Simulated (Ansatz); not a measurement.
A structure relaxed at PBE0-D4/def2-TZVP, charge 0, multiplicity 1:

Cartesian coordinates in Å:
```
O 1.279 0.689 1.057
Si 0.503 -0.197 -0.088
N -1.127 -0.633 0.257
Zn -1.749 0.213 -1.275
S 0.219 0.924 -1.945
H 0.893 1.541 1.271
H 1.426 -1.333 -0.299
H -1.444 -1.204 1.022
```

Problem. Give its formula and SMILES.

Solution. H3NOSSiZn, `O[SiH]1[NH][Zn][S]1`.

Problem. Summarise the bond lengths by kind.

Solution. 1 × O–Si 1.642 Å; 1 × H–O 0.959 Å; 1 × N–Si 1.722 Å; 1 × S–Si 2.188 Å; 1 × H–Si 1.480 Å; 1 × N–Zn 1.857 Å; 1 × H–N 1.005 Å; 1 × S–Zn 2.197 Å.

Computed with Ansatz.
